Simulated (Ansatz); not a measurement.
`CSc1ccccc1` + H–F → `Fc1ccccc1` + CH₃SH  (substitution at a C–S bond)

Program: Ansatz. Geometries: PBE0-D4/def2-TZVP. ΔE: electronic, gas phase. CBS: MP2 limit from def2 TZ/QZ plus the TZ coupled-cluster correction, frozen cores. This one scheme is used for every species. DFT in def2-TZVPP. B3LYP here is the variant with VWN-RPA as its local correlation; programs differ in this. Each species was taken in one conformer, which may not be the lowest.

CCSD(T)/CBS gives +46.8 kJ/mol.

(1) Another level gave +28.1 kJ/mol. Which?
A. B3LYP-D4/def2-TZVPP
B. r2SCAN/def2-TZVPP
C. PBE0-D4/def2-TZVPP
D. SCS-MP2/def2-TZVPP

Largest T1 diagnostic among the species: 0.011.

Answers

(1) B. r2SCAN 28.1, B3LYP-D4 32.3, SCS-MP2/def2-TZVPP 46.3, PBE0-D4 37.2 kJ/mol.

The D4 term adds +16.7 kJ/mol with B3LYP and +9.5 kJ/mol with PBE0; it sums over pairs of atoms, weighted by their polarisabilities, and B3LYP, whose exchange is more repulsive, gets the larger term. In def2-TZVPP, CCSD(T) changes the Hartree–Fock value by +36.8 kJ/mol (the triples alone add +6.7 kJ/mol) and MP2 by +56.8 kJ/mol.
